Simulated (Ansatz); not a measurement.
## Relative stability

The two ends of one reaction step of SiH₆O₄, singlet (PBE0-D4/def2-TZVP).

A:

Si1  (0.742, -0.401, 0.677)
H2  (1.886, -0.086, 1.556)
O3  (0.239, -1.937, 0.949)
O4  (-0.590, 0.518, 1.025)
O5  (1.190, -0.061, -0.839)
H6  (-1.165, 2.008, -1.997)
O7  (-1.175, 1.092, -1.711)
H8  (0.868, -2.650, 0.832)
H9  (-1.183, 0.149, 1.683)
H10  (0.479, 0.254, -1.426)
H11  (-1.291, 1.113, -0.749)
(Å)

B:

Si1  (-0.527, -0.414, -0.077)
H2  (2.742, 1.785, 0.424)
O3  (0.729, -0.781, 0.895)
O4  (-1.854, -1.073, 0.605)
O5  (-0.451, -1.002, -1.596)
H6  (2.020, 1.897, 0.263)
O7  (-0.534, 1.213, -0.217)
H8  (1.504, -0.222, 0.818)
H9  (-1.891, -1.065, 1.563)
H10  (-0.719, -1.913, -1.718)
H11  (-1.019, 1.576, -0.960)
(Å)

Program: Ansatz 0.2.0. Basis: def2-TZVPP. Cores are frozen in the correlated methods. B3LYP uses VWN-RPA correlation.

(1) Which structure is lower at CCSD(T), and by how much? (Judge from chemistry; the value comes from the calculation.)

The T1 diagnostic stays at or below 0.012.

Answers

(1) Computed: B, by 0.697 eV (electronic energy, against the other). By their contacts, A is a complex of SiH₄O₃ ([OH][SiH]([OH])[OH]) + H₂O and B is a complex of SiH₄O₄ ([OH][Si]([OH])([OH])[OH]) + H₂.

All methods give the same order:

| method | E(B) − E(A) (eV) |
| --- | --- |
| SPW92 | -0.474 |
| PBE-D4 | -0.577 |
| BLYP-D4 | -0.645 |
| r2SCAN-D4 | -0.718 |
| B97M-V | -0.722 |
| PBE0-D4 | -0.625 |
| B3LYP-D4 | -0.670 |
| r2SCAN0-D4 | -0.726 |
| BHLYP-D4 | -0.715 |
| CAM-B3LYP-D4 | -0.666 |
| wB97X-V | -0.680 |
| wB97M-V | -0.691 |
| B2PLYP | -0.684 |
| PBE-QIDH | -0.683 |
| RPA on PBE | -0.686 |
| HF | -0.813 |
| MP2 | -0.726 |
| CCSD | -0.708 |
| CCSD(T) | -0.697 |

Labels in which every atom is bracketed show which atoms are joined, not bond orders.

For scale, one of the runs: CCSD(T)/def2-TZVPP, 250 basis functions, launched by `ansatz run in.yaml --threads 8 --pin off --events-out ev --progress --plain --max-ram 19148MiB`. Hardware: 8 CPU threads of an Intel Xeon Platinum 8488C, shared host. Wall time 68 s; peak host memory 5.7 GiB.
